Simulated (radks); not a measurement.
Question: The caesium ion Cs9+ is in [Kr] 4d10. Method: scalar-relativistic Kohn-Sham, PBEsol, spin-polarised, spherical densities, finite nucleus; Fermi nuclear charge, rms radius of each element as measured or else 0.836 A^(1/3) + 0.57 fm; computed with a radial shooting solver on a logarithmic mesh with Libxc functionals. Open shells are filled with parallel spins first. One electron is removed from 3d, 4s, 4p, 4d in turn, with full relaxation. Which removal costs least, and what does each cost?

Answer: 4d 210.39 eV; 4p 298.90 eV; 4s 359.25 eV; 3d 865.73 eV. The 4d electron leaves first.
